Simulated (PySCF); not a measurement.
## Radial density of Pd (palladium, neutral)

MN15, [Kr] 4d10, closed-shell 1S. All numbers are calculated (PySCF 2.14, scalar relativity through the core potential, in cc-pVDZ-PP with ECP28MDF). This is the valence pseudo-density: the core potential removes the inner electrons and smooths the orbitals near the nucleus.

```tsv
r (bohr)	4πr²ρ (e/bohr)
0.0187	1.363e-05
0.0314	3.448e-05
0.0528	8.218e-05
0.0888	0.0003153
0.149	0.003307
0.251	0.05488
0.423	1.296
0.711	12.28
1.20	13.72
2.01	3.496
3.38	0.5055
5.69	0.01597
```

Energies and moments cover only the electrons outside the core potential.
